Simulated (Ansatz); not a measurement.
A search over several starts for the lowest SCF solution of CaI2 at the given spin, in a small basis.

```yaml
crystal:
  periodic: [false, false, false]
  atoms:
    - {symbol: Ca, position_ang: [1.518931, 0.240034, -0.030377]}
    - {symbol: I, position_ang: [-0.495593, -1.755353, 0.287762]}
    - {symbol: I, position_ang: [-1.023328, 1.515319, -0.257375]}
basis:
  gaussian: {orbitals: def2-SVP}
hamiltonian: {xc: pbe0, dispersion: d4}
output: {orbitals: {seedname: orbitals}}
```

```sh
$ ansatz run in.yaml --threads 4 --pin off --events-out ev --progress --plain --max-ram 3916MiB
```

Shortened log:

```
Functional definition: PBE0
944 factors; integrals over basis functions are off by at most 2.2e-4 eV
mean field evaluation 1: about -34634.5629 eV, gradient 1.9e1 eV
mean field evaluation 2: about -34610.7728 eV, gradient 6.9e1 eV
mean field evaluation 4: about -34636.2878 eV, gradient 2.1e0 eV
mean field evaluation 8: about -34636.4368 eV, gradient 2.5e-1 eV
mean field evaluation 16: about -34636.4370 eV, gradient 3.9e-5 eV
mean field -34636.43703168 eV, -1272.8655834939 hartree, gradient 3.9e-5 eV, S^2 0.000000; 0 other end points of the search recorded, 0 dependent functions left out
reference -34636.43708108 eV, -1272.8655853095 hartree; 35, 35 occupied and 41, 41 virtual orbitals, 944 factors
Total energy: -34636.54581984 eV, -1272.8695813852 hartree
```

Run time 1.1 s (4 threads of Arm Neoverse V1 on a shared host).

In the def2 sets I takes a core potential; there is no spin–orbit coupling. The structure comes from a short search, and lower isomers may exist.
